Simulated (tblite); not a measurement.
C₄H₆F₃P.
SMILES: `CC(C)=PC(F)(F)F`

Computed values, GFN2-xTB/tblite, gas phase, harmonic and unscaled. This tight-binding method is rough: wavenumbers can miss measured ones by several per cent, in bad cases by 10 to 20.

Harmonic wavenumbers (cm⁻¹): 43.6, 96.2, 125.7, 145.3, 188.1, 246.7, 261.8, 289.3, 380.0, 388.3, 438.1, 468.8, 495.3, 660.5, 749.0, 943.6, 988.3, 996.0, 1028.5, 1038.0, 1043.2, 1070.8, 1221.0, 1316.1, 1390.3, 1397.5, 1459.8, 1467.6, 1470.0, 1484.2, 2983.8, 2992.3, 3001.0, 3028.6, 3029.0, 3036.9.

A = 3051, B = 1169, C = 1004 MHz; mass 142.016 u (most abundant isotopes); point group C1, symmetry number 1.

Problem. Zero-point energy?

Solution. Half the sum of the wavenumbers: 20682 cm⁻¹ = 59.13 kcal/mol.

Problem. What is S at 298.15 K and 1 bar for an ideal gas of classical rigid rotors and harmonic oscillators?

Solution. Translation 40.79, rotation 28.89, vibration 27.17: S = 96.8 cal/(mol K).

Problem. And Cp and H(298.15 K) − H(0)?

Solution. Cp = 34.82 cal/(mol K), of which vibrations give 26.87 (their classical limit is 36 R = 71.5); H(298.15 K) − H(0) = 6.66 kcal/mol without the zero-point energy, 4.29 from vibrations.

Problem. Which modes carry the vibrational entropy at 298.15 K?

Solution. 43.6 cm⁻¹: 5.09; 96.2 cm⁻¹: 3.53; 125.7 cm⁻¹: 3.01; 145.3 cm⁻¹: 2.73; 188.1 cm⁻¹: 2.25; 246.7 cm⁻¹: 1.75 cal/(mol K); the other 30 give 8.80 together.

Problem. How do the functions run with temperature in this model?

Solution. 
| T (K) | S (cal/(mol K)) | Cp (cal/(mol K)) | H − H(0) (kcal/mol) | G − H(0) (kcal/mol) | ln q(vib) |
| --- | --- | --- | --- | --- | --- |
| 100 | 68.7 | 18.4 | 1.26 | -5.60 | 1.51 |
| 200 | 84.5 | 27.6 | 3.59 | -13.30 | 4.00 |
| 300 | 97.1 | 34.9 | 6.72 | -22.39 | 6.47 |
| 500 | 117.9 | 47.1 | 15.00 | -43.96 | 11.12 |
| 800 | 142.8 | 58.4 | 30.99 | -83.23 | 17.34 |
| 1000 | 156.3 | 63.2 | 43.17 | -113.17 | 21.05 |

q(vib) and H(0) count from the zero-point level.

Problem. Blend soft modes into free rotors: weight 1/[1 + (100 cm⁻¹/ν̃)⁴] for the oscillator and the rest for a rotor with moment μB/(μ + B), μ = h/(8π²ν), B = 10⁻⁴⁴ kg m². What vibrational entropy results?

Solution. 25.33 cal/(mol K) in place of 27.17, which changes −T·S at 298.15 K by +0.55 kcal/mol.

Hindered rotation and anharmonicity are outside this model. The structure is chiral; the term R ln 2 for an equal mix with its mirror image is left out.

Conformer computed: `[CH3:1][C:2]([CH3:3])=[P:4][C:5]([F:6])([F:7])[F:8]`: C2–P4–C5–F6 -57°.
